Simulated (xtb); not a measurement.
sulfur trioxide (O3S), singlet, from a rough starting geometry; GFN2-xTB (xtb).

The xtb input:
```
$ xtb mol.xyz --gfn 2 --opt vtight --json

# file mol.xyz
4

O     -0.70614663    -1.26785093    -0.03585933
S     -0.01274476    -0.01135703     0.05218720
O     -0.68703034     1.20878942     0.01021623
O      1.47940937     0.04441078     0.06190222
```

It wrote (shortened):

```
   ID    Z sym.   atoms
    1    8 O      1, 3, 4
    2   16 S      2

           -------------------------------------------------
          |                Calculation Setup                |
           -------------------------------------------------

           -------------------------------------------------
          |                 G F N 2 - x T B                 |
           -------------------------------------------------

          ...................................................
          :                      SETUP                      :
          :.................................................:
          :  # basis functions                  22          :
          :  # atomic orbitals                  21          :
          :  # shells                            9          :
          :  # electrons                        24          :
          :  max. iterations                   250          :
          :  Hamiltonian                  GFN2-xTB          :
          :  restarted?                      false          :
          :  GBSA solvation                  false          :
          :  PC potential                    false          :
          :  electronic temp.          300.0000000     K    :
          :  accuracy                    1.0000000          :
          :  -> integral cutoff          0.2500000E+02      :
          :  -> integral neglect         0.1000000E-07      :
          :  -> SCF convergence          0.1000000E-05 Eh   :
          :  -> wf. convergence          0.1000000E-03 e    :
          :  Broyden damping             0.4000000          :
          :  net charge                          0          :
          :  unpaired electrons                  0          :
          ...................................................

 iter      E             dE          RMSdq      gap      omega  full diag
   1    -15.4326310 -0.154326E+02  0.140E+01    5.76       0.0  T
   2    -15.4560919 -0.234609E-01  0.680E+00    4.65       1.0  T
   3    -15.4606180 -0.452608E-02  0.167E+00    4.07       1.0  T
   4    -15.4613498 -0.731838E-03  0.849E-01    4.01       1.0  T
   5    -15.4617523 -0.402484E-03  0.292E-01    4.02       1.0  T
   6    -15.4617918 -0.395373E-04  0.115E-01    3.98       1.0  T
   7    -15.4618066 -0.147490E-04  0.217E-02    3.98       2.3  T
   8    -15.4618069 -0.289296E-06  0.733E-03    3.98       6.8  T
   9    -15.4618069 -0.273539E-08  0.423E-03    3.98      11.8  T
  10    -15.4618069 -0.170419E-07  0.796E-04    3.98      62.8  T
  11    -15.4618069 -0.199840E-09  0.159E-04    3.98     313.7  T

   *** convergence criteria satisfied after 11 iterations ***

         :::::::::::::::::::::::::::::::::::::::::::::::::::::
         ::                     SUMMARY                     ::
         :::::::::::::::::::::::::::::::::::::::::::::::::::::
         :: total energy             -15.393472827896 Eh    ::
         :: gradient norm              0.110121163052 Eh/a0 ::
         :: HOMO-LUMO gap              3.976487627187 eV    ::
         ::.................................................::
         :: SCC energy               -15.461806833125 Eh    ::
         :: -> isotropic ES            0.048266829827 Eh    ::
         :: -> anisotropic ES          0.017397302450 Eh    ::
         :: -> anisotropic XC          0.003553594242 Eh    ::
         :: -> dispersion             -0.002201210190 Eh    ::
         :: repulsion energy           0.068334005229 Eh    ::
         :: add. restraining           0.000000000000 Eh    ::
         :: total charge               0.000000000000 e     ::
         :::::::::::::::::::::::::::::::::::::::::::::::::::::

      -----------------------------------------------------------
     |                   =====================                   |
     |                        A N C O P T                        |
     |                   =====================                   |
[...]
 * total energy  :   -15.3934728 Eh     change       -0.8943957E-11 Eh
 * total energy  :   -15.3839458 Eh     change        0.9527002E-02 Eh
 * total energy  :   -15.3992967 Eh     change       -0.1535083E-01 Eh
 * total energy  :   -15.4001617 Eh     change       -0.8650271E-03 Eh
 * total energy  :   -15.4003539 Eh     change       -0.1922435E-03 Eh
 * total energy  :   -15.4003958 Eh     change       -0.4185864E-04 Eh
 * total energy  :   -15.4004421 Eh     change       -0.4631440E-04 Eh
 * total energy  :   -15.4004532 Eh     change       -0.1110846E-04 Eh
 * total energy  :   -15.4004549 Eh     change       -0.1701357E-05 Eh
 * total energy  :   -15.4004553 Eh     change       -0.3537660E-06 Eh
 * total energy  :   -15.4004554 Eh     change       -0.1139559E-06 Eh
 * total energy  :   -15.4004554 Eh     change       -0.3403052E-07 Eh
   *** GEOMETRY OPTIMIZATION CONVERGED AFTER 12 ITERATIONS ***
         :: total energy             -15.400455411483 Eh    ::
[...]
           -------------------------------------------------

    * Orbital Energies and Occupations

         #    Occupation            Energy/Eh            Energy/eV
      -------------------------------------------------------------
         1        2.0000           -0.8547621             -23.2593
         2        2.0000           -0.7307302             -19.8842
         3        2.0000           -0.7307227             -19.8840
         4        2.0000           -0.6710571             -18.2604
         5        2.0000           -0.5959920             -16.2178
         6        2.0000           -0.5952684             -16.1981
         7        2.0000           -0.5952668             -16.1980
         8        2.0000           -0.5257479             -14.3063
         9        2.0000           -0.5257387             -14.3061
        10        2.0000           -0.5172896             -14.0762
        11        2.0000           -0.5172840             -14.0760
        12        2.0000           -0.4969437             -13.5225 (HOMO)
        13                         -0.3332444              -9.0680 (LUMO)
        14                         -0.2518487              -6.8532
        15                          0.0580516               1.5797
        16                          0.0581113               1.5813
        17                          0.0762616               2.0752
        18                          0.0762940               2.0761
        19                          0.4830886              13.1455
        20                          1.3074069              35.5764
        21                          1.3075272              35.5796
      -------------------------------------------------------------
                  HL-Gap            0.1636994 Eh            4.4545 eV
             Fermi-level           -0.4150940 Eh          -11.2953 eV

     #   Z          covCN         q      C6AA      α(0)
     1   8 O        0.860    -0.514    24.091     6.581
     2  16 S        2.579     1.541    92.461    16.184
     3   8 O        0.860    -0.514    24.091     6.581
     4   8 O        0.860    -0.514    24.091     6.581

 Mol. C6AA /au·bohr⁶  :        584.510723
 Mol. C8AA /au·bohr⁸  :      17559.367637
 Mol. α(0) /au        :         35.926104

Wiberg/Mayer (AO) data.
largest (>0.10) Wiberg bond orders for each atom

 ---------------------------------------------------------------------------
     #   Z sym  total        # sym  WBO       # sym  WBO       # sym  WBO
 ---------------------------------------------------------------------------
     1   8 O    1.978 --     2 S    1.627     3 O    0.175     4 O    0.175
     2  16 S    4.880 --     1 O    1.627     3 O    1.627     4 O    1.627
     3   8 O    1.978 --     2 S    1.627     4 O    0.175     1 O    0.175
     4   8 O    1.978 --     2 S    1.627     3 O    0.175     1 O    0.175
 ---------------------------------------------------------------------------

Topologies differ in total number of bonds
Writing topology from bond orders to xtbtopo.mol

molecular dipole:
                 x           y           z       tot (Debye)
 q only:       -0.000       0.000       0.000
   full:       -0.000       0.000       0.000       0.001
molecular quadrupole (traceless):
                xx          xy          yy          xz          yz          zz
 q only:       -2.757       0.006      -2.764      -0.279      -0.152       5.521
  q+dip:       -3.368       0.007      -3.377      -0.341      -0.186       6.744
   full:       -3.770       0.007      -3.780      -0.382      -0.208       7.551

optimized geometry written to: xtbopt.xyz

           -------------------------------------------------
          | TOTAL ENERGY              -15.400455411483 Eh   |
          | GRADIENT NORM               0.000081095385 Eh/α |
          | HOMO-LUMO GAP               4.454486565405 eV   |
           -------------------------------------------------

normal termination of xtb
```
